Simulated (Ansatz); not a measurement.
1,3,5-triazine cation (C3H3N3), SMILES c1ncncn1 (connectivity only; charge and spin as stated), charge +1, multiplicity 2.

Geometry optimised at PBE-D3(BJ)/def2-SVP. The spin state was assumed, not searched.

Two levels are set side by side: PBE/def2-SVPD (Ansatz, a quantum-chemistry and plane-wave program) and CAM-B3LYP/def2-SVPD (Ansatz). Energy differences of separate SCF runs at the same geometry; the states with an electron removed or added have multiplicity 3 and 1. Differences are taken from unrounded values.

```json
[
 {"quantity": "vertical ionisation energy (eV)", "CAM-B3LYP": "16.48"},
 {"quantity": "vertical electron affinity (eV)", "CAM-B3LYP": "9.75"}
]
```

**Question.** What does PBE give, and how far is it from CAM-B3LYP? (An estimate is asked for; the answer gives what the named calculation found.)

**Answer.** 
| quantity | PBE | PBE minus CAM-B3LYP |
|---|---|---|
| vertical ionisation energy (eV) | 16.23 | -0.25 |
| vertical electron affinity (eV) | 9.12 | -0.63 |
